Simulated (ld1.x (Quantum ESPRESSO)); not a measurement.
## Ta, PAW: configuration errors across variants

tantalum (Ta), PAW, made with ld1.x (Quantum ESPRESSO) 7.5 (PBE, fully relativistic). Core [Kr] 4d10 4f14 5s2, reference 5p6 5d4 6s1 6p0. Waves: 6s (bound): rcut 2.90, rcutus 3.15 bohr; 6s channel at 0.55 Ry: rcut 2.90, rcutus 3.15 bohr; 5p (bound): rcut 1.70, rcutus 2.20 bohr; 6p (bound, empty): rcut 1.70, rcutus 2.20 bohr; 5d (bound): rcut 1.35, rcutus 1.70 bohr; 5d channel at 0.8 Ry: rcut 1.35, rcutus 1.70 bohr. Local part: all-electron potential smoothed inside 1.85 bohr (lloc = -1). Core correction: Bessel-smoothed model core, default radius (core density twice the valence density). Augmentation charge: BESSEL, radius 1.40 bohr.

Open shells are filled in proportion to 2j + 1 (rel_dist='average').

All-electron excitation energies from the reference (eV): (1) 5p6 5d3 6s2 6p0 -2.089; (2) 5p6 5d3 6s1 6p0 6.382; (3) 5p6 5d3 6s0 6p0 21.355; (4) 5p5 5d3 6s2 6p0 43.396; (5) 5p6 5d3 6s0 6p2 6.433; (6) 5p6 5d1 6s0 6p0 79.965; (7) 5p6 5d2 6s2 6p0 5.593.

Errors AE − PS in meV (a dash: test not solved or not reliable):

```csv
change,(1),(2),(3),(4),(5),(6),(7),bound ghosts
base,+138,+10,+203,+175,+147,-206,+184,not determined
local potential all-electron potential smoothed inside 1.20 bohr (lloc = -1),–,–,–,–,–,–,–,not determined
local potential all-electron potential smoothed inside 1.44 bohr (lloc = -1),+9.3,-3.4,+18,-172,+18,–,–,not determined
local potential all-electron potential smoothed inside 1.80 bohr (lloc = -1),–,–,–,–,–,–,–,not determined
local potential all-electron potential smoothed inside 2.24 bohr (lloc = -1),-25,-8.6,+34,-479,+35,–,–,not determined
local potential all-electron potential smoothed inside 2.62 bohr (lloc = -1),+35,-1.6,-5.5,–,–,–,–,not determined
local potential all-electron potential smoothed inside 2.82 bohr (lloc = -1),+20,-2.2,-6.3,–,–,–,–,not determined
local potential all-electron potential smoothed inside 3.14 bohr (lloc = -1),–,–,–,–,–,–,–,not determined
local potential all-electron potential smoothed inside 3.44 bohr (lloc = -1),–,–,–,–,–,–,–,not determined
local potential all-electron potential smoothed inside 3.60 bohr (lloc = -1),–,–,–,–,–,–,–,not determined
```

**Question.** Give the same row for: local potential all-electron potential smoothed inside 2.00 bohr (lloc = -1).

**Answer.** –, –, –, –, –, –, –; bound ghosts: not determined.
